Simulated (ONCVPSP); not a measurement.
# LDA (Perdew-Wang 92) ONCV dataset for osmium, scalar-relativistic all-electron reference.

Input for ONCVPSP 4.0.1:

```
# ATOM AND REFERENCE CONFIGURATION
# atsym  z   nc   nv     iexc    psfile
  Os 76.00   10    4  -001012      upf
#
#   n    l    f
    1    0    2.00
    2    0    2.00
    2    1    6.00
    3    0    2.00
    3    1    6.00
    3    2   10.00
    4    0    2.00
    4    1    6.00
    4    2   10.00
    4    3   14.00
    5    0    2.00
    5    1    6.00
    5    2    6.00
    6    0    2.00
#
# PSEUDOPOTENTIAL AND OPTIMIZATION
# lmax
    2
#
#   l,   rc,      ep,       ncon, nbas, qcut
    0    1.50    0.00    4    7    9.30
    1    1.10    0.00    4    7    6.40
    2    1.60    0.00    3    7    6.00
#
# LOCAL POTENTIAL
# lloc, lpopt,  rc(5),   dvloc0
    4    4    0.90    0.00
#
# VANDERBILT-KLEINMAN-BYLANDER PROJECTORs
# l, nproj, debl
    0    2    1.70
    1    2    3.20
    2    2    1.80
#
# MODEL CORE CHARGE
# icmod, fcfact, rcfact
    0    0.00    0.00
#
# LOG DERIVATIVE ANALYSIS
# epsh1, epsh2, depsh
   -5.00    5.00    0.04
#
# OUTPUT GRID
# rlmax, drl
    6.00    0.01
#
# TEST CONFIGURATIONS
# ncnf
    4
# nvcnf
#   n    l    f
    4
    5    0    2.00
    5    1    6.00
    5    2    6.00
    6    0    1.00
#
    4
    5    0    2.00
    5    1    6.00
    5    2    6.00
    6    0    0.00
#
    4
    5    0    2.00
    5    1    6.00
    5    2    5.00
    6    0    0.00
#
    4
    5    0    2.00
    5    1    5.00
    5    2    6.00
    6    0    2.00
#
```

Command:

```bash
oncvpsp.x < Os.dat > Os.out
```

Resulting log (shortened: citation, most of the input echo, consistency checks and plot data are left out):

```
ONCVPSP  (Optimized Norm-Conservinng Vanderbilt PSeudopotential)
scalar-relativistic version 4.0.1

#   n    l    f        energy (Ha)
    1    0    2.00    -2.7128288E+03
    2    0    2.00    -4.7250989E+02
    2    1    6.00    -4.1157040E+02
    3    0    2.00    -1.0994365E+02
    3    1    6.00    -9.2054561E+01
    3    2   10.00    -7.2043577E+01
    4    0    2.00    -2.3176910E+01
    4    1    6.00    -1.7307624E+01
    4    2   10.00    -1.0022327E+01
    4    3   14.00    -1.9218142E+00
    5    0    2.00    -3.3749736E+00
    5    1    6.00    -1.8762239E+00
    5    2    6.00    -2.3746054E-01
    6    0    2.00    -2.3442202E-01

Reference configufation results
  iterations    27
  all-electron total energy (Ha)   -1.72440166D+04

Begin loop to  construct optimized pseudo wave functions
and semi-local pseudopoentials for all angular momenta

Calculating optimized projector #   1

 for l=   0

    Fraction of norm inside rc  0.923629
    Optimizing pswf for qcut=   9.29 a_B^-1,  ecut=  43.16 Ha
    Residual kinetic energy error=  4.63D-07 Ha

    Energy error per electron        Cutoff
         Ha          eV             Ha
         0.01000     0.27211       23.05
         0.00100     0.02721       28.99
         0.00010     0.00272       33.71
         0.00001     0.00027       37.60

Calculating optimized projector #   2

 for l=   0

    Fraction of norm inside rc  0.051354
    Optimizing pswf for qcut=   9.29 a_B^-1,  ecut=  43.16 Ha
    Residual kinetic energy error=  2.58D-07 Ha

    Energy error per electron        Cutoff
         Ha          eV             Ha
         0.01000     0.27211       19.05
         0.00100     0.02721       26.54
         0.00010     0.00272       32.51
         0.00001     0.00027       37.13

   Wellstate for l =  1  n =  7
     eigenvalue =   1.3238
     asymptotic potential =   1.8238
     half-point radius =  3.9497

Calculating optimized projector #   1

 for l=   1

    Fraction of norm inside rc  0.468302
    Optimizing pswf for qcut=   6.42 a_B^-1,  ecut=  20.58 Ha
    Residual kinetic energy error=  2.89D-02 Ha

    Energy error per electron        Cutoff
         Ha          eV             Ha
         0.01000     0.27211       40.43
         0.00100     0.02721      103.39
         0.00010     0.00272      122.79
         0.00001     0.00027      161.26

Calculating optimized projector #   2

 for l=   1

    Fraction of norm inside rc  0.043359
    Optimizing pswf for qcut=   6.42 a_B^-1,  ecut=  20.58 Ha
    Residual kinetic energy error=  6.85D-03 Ha

    Energy error per electron        Cutoff
         Ha          eV             Ha
         0.01000     0.27211       17.96
         0.00100     0.02721       53.20
         0.00010     0.00272      154.34
         0.00001     0.00027      179.10

   Wellstate for l =  2  n =  6
     eigenvalue =   1.5625
     asymptotic potential =   2.0625
     half-point radius =  2.7540

Calculating optimized projector #   1

 for l=   2

    Fraction of norm inside rc  0.472228
    Optimizing pswf for qcut=   5.99 a_B^-1,  ecut=  17.94 Ha
    Residual kinetic energy error=  2.45D-04 Ha

    Energy error per electron        Cutoff
         Ha          eV             Ha
         0.01000     0.27211       12.49
         0.00100     0.02721       15.93
         0.00010     0.00272       22.24
         0.00001     0.00027       67.12

Calculating optimized projector #   2

 for l=   2

    Fraction of norm inside rc  0.195434
    Optimizing pswf for qcut=   5.99 a_B^-1,  ecut=  17.94 Ha
    Residual kinetic energy error=  7.17D-04 Ha

    Energy error per electron        Cutoff
         Ha          eV             Ha
         0.01000     0.27211       13.56
         0.00100     0.02721       17.40
         0.00010     0.00272       26.02
         0.00001     0.00027       47.23

Construct Vanderbilt / Kleinmman-Bylander projectors

B matrix Hermiticity error, ll=   0
   1   2    4.9121E-04

  Orthonormal projector coefficients  1.8493E+01  2.4623E+00

B matrix Hermiticity error, ll=   1
   1   2   -4.6570E-04

  Orthonormal projector coefficients  1.9380E+01  6.3006E+00

B matrix Hermiticity error, ll=   2
   1   2    2.7261E-04

  Orthonormal projector coefficients  8.5160E+00  1.0983E+00

Pseudoatom total energy  -91.338560

Diagnostic tests using Vanderbilt-Kleinman-Bylander pseudopotentials
  1 or more projectors used as specified by nproj input data

   l    rcore       rmatch      e in        delta e   norm test  slope test

   0   1.5058809   1.5516028  -3.3749736   0.0000005   1.0002422   1.0002370
   0   1.5058809   1.5516028  -0.2344220   0.0000074   1.0000618   1.0000534

   1   1.1033051   1.1368039  -1.8762239  -0.0000280   1.0001883   1.0002654
   1   1.1033051   1.1368039   1.3237761   0.0000223   1.0006414   1.0006414

   2   1.6083050   1.6571367  -0.2374605  -0.0000173   1.0000746   0.9999921
   2   1.6083050   1.6571367   1.5625395   0.0000001   1.0003405   1.0003405

 Testing for bound ghosts
   n   l    E NL Schr. Eq   E Basis Diag.   E Cutoff

   1   0       -3.374973       -3.374966     83.86
   2   0       -0.234415       -0.156291     83.86

   2   1       -1.876252       -1.873871    181.80

   3   2       -0.237478       -0.230292     99.55

 Testing for highly-localized positive-energy ghosts
       l    <radius>/rc     E Basis Diag.   E Cutoff

       0        0.213315        4.536860     83.86  WARNING - GHOST(+)

Test configuration 0

   n   l     f        eae           eps        diff
   1   0  2.0000-2712.82878198
   2   0  2.0000 -472.50988726
   2   1  6.0000 -411.57039579
   3   0  2.0000 -109.94364875
   3   1  6.0000  -92.05456126
   3   2 10.0000  -72.04357728
   4   0  2.0000  -23.17690974
   4   1  6.0000  -17.30762397
   4   2 10.0000  -10.02232734
   4   3 14.0000   -1.92181420
   5   0  2.0000   -3.37497359   -3.37497313    4.57D-07
   5   1  6.0000   -1.87622392   -1.87625196   -2.80D-05
   5   2  6.0000   -0.23746054   -0.23747782   -1.73D-05
   6   0  2.0000   -0.23442202   -0.23441466    7.37D-06

    Total energies and differences
      AE_ref= -1.72440166D+04  AE_tst= -1.72440166D+04  dif=  0.00D+00
      PS_ref= -9.13385597D+01  PS_tst= -9.13385597D+01  dif=  2.84D-14
      PSP excitation error= -2.84D-14

Test configuration 1

   n   l     f        eae           eps        diff
   1   0  2.0000-2713.12850269
   2   0  2.0000 -472.80742472
   2   1  6.0000 -411.86800208
   3   0  2.0000 -110.24155957
   3   1  6.0000  -92.35247278
   3   2 10.0000  -72.34130624
   4   0  2.0000  -23.47499715
   4   1  6.0000  -17.60569428
   4   2 10.0000  -10.32031533
   4   3 14.0000   -2.21979924
   5   0  2.0000   -3.67327434   -3.67353841   -2.64D-04
   5   1  6.0000   -2.17515328   -2.17533259   -1.79D-04
   5   2  6.0000   -0.52925839   -0.52927997   -2.16D-05
   6   0  1.0000   -0.49491513   -0.49487841    3.67D-05

    Total energies and differences
      AE_ref= -1.72440166D+04  AE_tst= -1.72436544D+04  dif=  3.62D-01
      PS_ref= -9.13385597D+01  PS_tst= -9.09762635D+01  dif=  3.62D-01
      PSP excitation error= -1.05D-04

Test configuration 2

   n   l     f        eae           eps        diff
   1   0  2.0000-2713.46823949
   2   0  2.0000 -473.14418471
   2   1  6.0000 -412.20486468
   3   0  2.0000 -110.57849465
   3   1  6.0000  -92.68940984
   3   2 10.0000  -72.67804517
   4   0  2.0000  -23.81202933
   4   1  6.0000  -17.94269412
   4   2 10.0000  -10.65718904
   4   3 14.0000   -2.55653348
   5   0  2.0000   -4.00949116   -4.01023376   -7.43D-04
   5   1  6.0000   -2.51123760   -2.51168131   -4.44D-04
   5   2  6.0000   -0.85362412   -0.85364756   -2.34D-05

    Total energies and differences
      AE_ref= -1.72440166D+04  AE_tst= -1.72430195D+04  dif=  9.97D-01
      PS_ref= -9.13385597D+01  PS_tst= -9.03412464D+01  dif=  9.97D-01
      PSP excitation error= -2.46D-04

Test configuration 3

   n   l     f        eae           eps        diff
   1   0  2.0000-2713.97572430
   2   0  2.0000 -473.65345775
   2   1  6.0000 -412.71413070
   3   0  2.0000 -111.08503463
   3   1  6.0000  -93.19595587
   3   2 10.0000  -73.18511141
   4   0  2.0000  -24.31758603
   4   1  6.0000  -18.44822490
   4   2 10.0000  -11.16270542
   4   3 14.0000   -3.06097838
   5   0  2.0000   -4.50592723   -4.50777969   -1.85D-03
   5   1  6.0000   -2.99804571   -2.99914369   -1.10D-03
   5   2  5.0000   -1.29723281   -1.29741078   -1.78D-04

    Total energies and differences
      AE_ref= -1.72440166D+04  AE_tst= -1.72419480D+04  dif=  2.07D+00
      PS_ref= -9.13385597D+01  PS_tst= -8.92694751D+01  dif=  2.07D+00
      PSP excitation error= -5.33D-04

Test configuration 4

   n   l     f        eae           eps        diff
   1   0  2.0000-2713.37695150
   2   0  2.0000 -473.03833643
   2   1  6.0000 -412.10067739
   3   0  2.0000 -110.46441409
   3   1  6.0000  -92.57555278
   3   2 10.0000  -72.56427478
   4   0  2.0000  -23.69692183
   4   1  6.0000  -17.82766026
   4   2 10.0000  -10.54161891
   4   3 14.0000   -2.43679392
   5   0  2.0000   -3.86023720   -3.86466815   -4.43D-03
   5   1  5.0000   -2.34229321   -2.34435204   -2.06D-03
   5   2  6.0000   -0.64069002   -0.64101858   -3.29D-04
   6   0  2.0000   -0.54078346   -0.54101729   -2.34D-04

    Total energies and differences
      AE_ref= -1.72440166D+04  AE_tst= -1.72419160D+04  dif=  2.10D+00
      PS_ref= -9.13385597D+01  PS_tst= -8.92347211D+01  dif=  2.10D+00
      PSP excitation error= -3.25D-03
```

The run took about 4.8 s on one core of a shared server CPU.
